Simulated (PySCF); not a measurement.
# Radial density of Co²⁺ (cobalt, charge +2)

UHF, [Ar] 3d6 4p1, one real determinant (an excited configuration). Computed with PySCF 2.14 in dyall-av2z, with no relativity, point nucleus.

```tsv
r (bohr)	4πr²ρ (e/bohr)	4πr²(ρα − ρβ)
0.00100	0.1599	0.0000
0.00169	0.4365	0.0000
0.00284	1.160	-0.0001
0.00477	2.958	-0.0002
0.00803	7.019	-0.0006
0.0135	14.80	-0.0011
0.0227	25.63	-0.0016
0.0382	32.41	-0.0001
0.0643	27.91	0.0084
0.108	27.42	0.0535
0.182	36.59	0.3442
0.306	21.01	1.6452
0.514	16.08	4.0029
0.865	14.97	3.7255
1.46	3.261	1.2572
2.45	0.5674	0.4904
4.12	0.1612	0.1599
6.93	0.001443	0.0014
```

⟨L²⟩ = 8.01 against 12 for a pure F term, so this real determinant mixes terms.
